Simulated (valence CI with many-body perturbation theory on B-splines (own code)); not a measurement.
**Cs V: electric-dipole lines**

Calculated by configuration interaction combined with many-body perturbation theory (CI+MBPT): five valence electrons over a frozen Dirac-Fock core [Kr] 4d10, radial functions for each j: 11 s, 11 p, 10 d, 8 f, 5 g, 2 h, with the one-electron correlation potential Σ1, the two-electron term Σ2, the three-electron term Σ3, Breit, model QED; selected CI, second order for the rest, scaled by the run's own slope (own B-spline code, finite nucleus).

Against 41 measured levels this calculation errs by 280 cm⁻¹ on average and by 650 at most. These come from a selection out of Sansonetti, J. Phys. Chem. Ref. Data 38, 761 (2009). Levels without a partner in it may be off by more, other configurations by several thousand cm⁻¹. Among the levels kept, up to 2600 cm⁻¹ of a level comes from second order outside the variational space, and about a tenth of that is noise between levels of different J, which matters for small intervals. 3 measured levels below the end of the list, from 170737 cm⁻¹ on, found no clear computed partner, and computed levels of the same name lie up to 16699 cm⁻¹ from them.

Lines 51 to 100 of 599 in falling wavelength, among levels below 313110 cm⁻¹, chosen from the strongest by gf and those to the six lowest levels. Wavelengths and rates use the calculated energies, so an error of 300 cm⁻¹ moves a line at 263.9 nm by 0.79 % and its rate by three times that or more. Electric multipoles are in the length gauge, E1 and E2 with the static RPA response of the core. Weak lines are less certain than strong ones. Lines between different terms over intervals too small for the method are left out, as are lines whose strength nearly cancels. Where a level lies close to another of its J and parity, the split of strength between their lines is uncertain. The highest levels of a list are the least certain.

Names give the largest LS component (configuration and term), which can be under half, so a name can repeat, a term be missing and a line seem to break the LS rules; names also repeat where a configuration has a term twice. Letters in brackets count levels of one name in rising energy.

| λ vac (nm) | Upper | Lower | A (s⁻¹) | S (a.u.) |
| --- | --- | --- | --- | --- |
| 263.9 | 5s²5p²6p ⁴S°_3/2 | 5s²5p²6s ²P_1/2 | 6.08e+07 | 2.20e+00 |
| 262.5 | 5s²5p²6p ⁴D°_3/2 [b] | 5s²5p²6s ⁴P_3/2 | 1.27e+08 | 4.54e+00 |
| 262.1 | 5s²5p²6p ⁴D°_5/2 | 5s²5p²5d ²P_3/2 [b] | 6.28e+07 | 3.35e+00 |
| 259.6 | 5s²5p²6p ⁴P°_1/2 | 5s²5p²6s ²P_1/2 | 7.92e+07 | 1.37e+00 |
| 258.5 | 5s²5p²6p ²P°_1/2 [c] | 5s²5p²6s ²S_1/2 | 3.14e+08 | 5.35e+00 |
| 256.7 | 5s²5p²6p ²D°_5/2 [c] | 5s²5p²6s ²D_5/2 | 2.95e+08 | 1.48e+01 |
| 255.3 | 5s²5p²6p ²P°_3/2 [a] | 5s²5p²6s ²D_3/2 [a] | 1.74e+08 | 5.72e+00 |
| 253.7 | 5s²5p²6p ²F°_5/2 | 5s²5p²6s ²D_5/2 | 1.52e+07 | 7.33e-01 |
| 247.2 | 5s²5p²6p ²P°_1/2 [b] | 5s²5p²6s ²D_3/2 [b] | 2.42e+08 | 3.61e+00 |
| 247.2 | 5s²5p²6p ⁴D°_7/2 | 5s²5p²6s ⁴P_5/2 | 3.58e+08 | 2.14e+01 |
| 245.8 | 5s²5p²6p ⁴P°_3/2 | 5s²5p²6s ⁴P_5/2 | 2.35e+08 | 6.90e+00 |
| 245.2 | 5s²5p²6p ²S°_1/2 | 5s²5p²5d ²P_1/2 [b] | 6.86e+07 | 9.98e-01 |
| 245.0 | 5s²5p²6p ²D°_5/2 [b] | 5s²5p²6s ²D_3/2 [a] | 2.20e+08 | 9.58e+00 |
| 244.9 | 5s²5p²6p ⁴P°_1/2 | 5s²5p²5d ²P_3/2 [b] | 8.91e+07 | 1.29e+00 |
| 244.5 | 5s²5p²6p ²F°_7/2 | 5s²5p²6s ²D_5/2 | 3.84e+08 | 2.22e+01 |
| 243.6 | 5s²5p²6p ⁴D°_5/2 | 5s²5p²6s ⁴P_3/2 | 1.95e+08 | 8.35e+00 |
| 240.6 | 5s²5p²6p ²P°_1/2 [a] | 5s²5p²5d ²D_3/2 [c] | 4.15e+07 | 5.71e-01 |
| 239.6 | 5s²5p²6p ⁴P°_3/2 | 5s²5p²6s ²P_1/2 | 6.40e+07 | 1.74e+00 |
| 239.1 | 5s²5p²6p ²P°_3/2 [d] | 5s²5p²6s ²S_1/2 | 3.95e+08 | 1.07e+01 |
| 238.4 | 5p⁵ ²P°_3/2 | 5s²5p²6s ⁴P_5/2 | 7.73e+07 | 2.07e+00 |
| 234.9 | 5s²5p²6p ⁴D°_3/2 [a] | 5s²5p²6s ⁴P_1/2 | 3.54e+08 | 9.07e+00 |
| 233.7 | 5s²5p²6p ²D°_5/2 [a] | 5s²5p²6s ⁴P_3/2 | 1.81e+08 | 6.83e+00 |
| 232.0 | 5s²5p²6p ⁴S°_3/2 | 5s²5p²6s ⁴P_3/2 | 1.97e+08 | 4.85e+00 |
| 231.5 | 5s²5p²6p ²D°_5/2 [a] | 5s²5p²5d ²D_5/2 [b] | 3.85e+07 | 1.41e+00 |
| 228.9 | 5s²5p²6p ²P°_1/2 [a] | 5s²5p²6s ²D_3/2 [a] | 2.14e+08 | 2.53e+00 |
| 228.7 | 5s²5p²6p ⁴P°_1/2 | 5s²5p²6s ⁴P_3/2 | 1.82e+08 | 2.15e+00 |
| 224.6 | 5s²5p²6p ²P°_3/2 [a] | 5s²5p²6s ²P_1/2 | 1.17e+08 | 2.62e+00 |
| 221.6 | 5s²5p²6p ²D°_5/2 [b] | 5s²5p²6s ⁴P_5/2 | 1.65e+08 | 5.30e+00 |
| 216.1 | 5s²5p²6d ⁴D_3/2 | 5s²5p²6p ²P°_1/2 [a] | 4.25e+07 | 8.47e-01 |
| 213.5 | 5s²5p²6p ²P°_3/2 [a] | 5s²5p²5d ²P_3/2 [b] | 8.54e+07 | 1.64e+00 |
| 212.5 | 5s²5p²6p ²P°_3/2 [c] | 5s²5p²6s ²D_3/2 [b] | 4.98e+08 | 9.44e+00 |
| 212.2 | 5s²5p²6p ⁴D°_7/2 | 5s²5p²5d ²D_5/2 [b] | 4.16e+07 | 1.57e+00 |
| 210.9 | 5s²5p²6d ²P_3/2 | 5s²5p²6p ²P°_3/2 [a] | 9.60e+07 | 1.78e+00 |
| 208.8 | 4f5s5p³ ⁴P_5/2 [b] | 5s²5p²6p ⁴P°_3/2 | 3.72e+07 | 1.00e+00 |
| 207.2 | 4f5s²5p² ⁴F°_7/2 | 5s5p⁴ ²D_5/2 | 1.64e+07 | 5.75e-01 |
| 206.2 | 5s²5p²6p ²D°_5/2 [b] | 5s²5p²5d ²P_3/2 [b] | 7.54e+07 | 1.96e+00 |
| 205.5 | 5s²5p²6p ²P°_3/2 [b] | 5s²5p²5d ²D_5/2 [c] | 3.29e+07 | 5.63e-01 |
| 205.1 | 4f5s5p³ ⁴D_1/2 | 5s²5p²6p ⁴P°_1/2 | 8.11e+07 | 6.91e-01 |
| 203.9 | 5s²5p²6p ²P°_1/2 [a] | 5s²5p²6s ²P_1/2 | 2.32e+08 | 1.94e+00 |
| 203.7 | 5s²5p²6p ⁴S°_3/2 | 5s²5p²5d ²P_1/2 [b] | 6.75e+07 | 1.13e+00 |
| 203.3 | 4f5s5p³ ⁴P_1/2 | 5s²5p²6p ⁴P°_3/2 | 7.06e+07 | 5.85e-01 |
| 203.2 | 5s²5p²6p ²P°_3/2 [c] | 5s²5p²6s ²D_5/2 | 2.37e+08 | 3.92e+00 |
| 202.5 | 4f5s5p³ ⁴D_5/2 [b] | 5s²5p²6p ⁴D°_3/2 [b] | 3.48e+07 | 8.57e-01 |
| 202.3 | 5s²5p²6p ⁴D°_3/2 [b] | 5s²5p²6s ⁴P_1/2 | 4.11e+07 | 6.72e-01 |
| 201.1 | 5s²5p²6p ⁴P°_1/2 | 5s²5p²5d ²P_1/2 [b] | 1.05e+08 | 8.42e-01 |
| 200.7 | 5s²5p²6p ⁴D°_3/2 [b] | 5s²5p²5d ²D_5/2 [a] | 4.26e+07 | 6.80e-01 |
| 199.0 | 5s²5p²6p ²F°_5/2 | 5s²5p²5d ²D_5/2 [c] | 5.19e+07 | 1.21e+00 |
| 198.4 | 4f5s5p³ ⁴P_5/2 [a] | 5s²5p²6p ⁴S°_3/2 | 8.62e+07 | 2.00e+00 |
| 197.7 | 4f5s5p³ ⁴F_7/2 [b] | 5s²5p²6p ²D°_5/2 [a] | 1.87e+07 | 5.70e-01 |
| 197.2 | 4f5s5p³ ⁴P_5/2 [a] | 5s²5p²6p ²D°_5/2 [a] | 5.50e+07 | 1.25e+00 |
